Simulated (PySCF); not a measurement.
The third ionisation energy along the 5p block

Calculated with PySCF 2.14 from differences of total energies of unrestricted determinants, without spin-orbit coupling. Values in eV. The last column holds reference values (NIST; (s) semi-empirical, (t) theoretical, else measured). Unmarked ones compare directly (S terms, centres of terms, or small fine structure); those marked * lie between the lowest fine-structure levels and include a spin-orbit shift.

```json
{"element": "In (aug-cc-pVQZ-PP with ECP28MDF, ECP)", "configurations": "[Kr] 4d10 5s1 → [Kr] 4d10", "PBE": "28.670", "PBE0": "28.285", "r2SCAN": "28.380", "MP2 (valence)": "n/a", "CCSD (valence)": "n/a", "CCSD(T) (valence)": "n/a", "reference": "28.044"}
{"element": "Sn (aug-cc-pVQZ-PP with ECP28MDF, ECP)", "configurations": "[Kr] 4d10 5s2 → [Kr] 4d10 5s1", "PBE": "30.791", "PBE0": "30.420", "r2SCAN": "30.459", "MP2 (valence)": "29.244", "CCSD (valence)": "29.484", "CCSD(T) (valence)": "29.484", "reference": "30.506"}
{"element": "Sb (aug-cc-pVQZ-PP with ECP28MDF, ECP)", "configurations": "[Kr] 4d10 5s2 5p1 → [Kr] 4d10 5s2", "PBE": "24.703", "PBE0": "24.739", "r2SCAN": "24.881", "MP2 (valence)": "24.402", "CCSD (valence)": "24.463", "CCSD(T) (valence)": "24.482", "reference": "25.323 *"}
{"element": "Te (aug-cc-pVQZ-PP with ECP28MDF, ECP)", "configurations": "[Kr] 4d10 5s2 5p2 → [Kr] 4d10 5s2 5p1", "PBE": "27.490", "PBE0": "27.560", "r2SCAN": "27.704", "MP2 (valence)": "27.344", "CCSD (valence)": "27.374", "CCSD(T) (valence)": "27.397", "reference": "27.84 ± 0.04 *"}
{"element": "I (aug-cc-pVQZ-PP with ECP28MDF, ECP)", "configurations": "[Kr] 4d10 5s2 5p3 → [Kr] 4d10 5s2 5p2", "PBE": "30.273", "PBE0": "30.391", "r2SCAN": "30.566", "MP2 (valence)": "30.339", "CCSD (valence)": "30.316", "CCSD(T) (valence)": "30.346", "reference": "29.57 ± 0.025 *"}
{"element": "Xe (aug-cc-pVQZ-PP with ECP28MDF, ECP)", "configurations": "[Kr] 4d10 5s2 5p4 → [Kr] 4d10 5s2 5p3", "PBE": "30.478", "PBE0": "30.501", "r2SCAN": "30.523", "MP2 (valence)": "30.136", "CCSD (valence)": "30.280", "CCSD(T) (valence)": "30.309", "reference": "31.05 ± 0.04 (s) *"}
```

"Valence" correlates the outer s and p shells and, in groups 3 to 12 and the f block, the outer d or f shell, open or full, or the next shell where the ion has no valence electron left; the wider scheme adds the next inner shell.
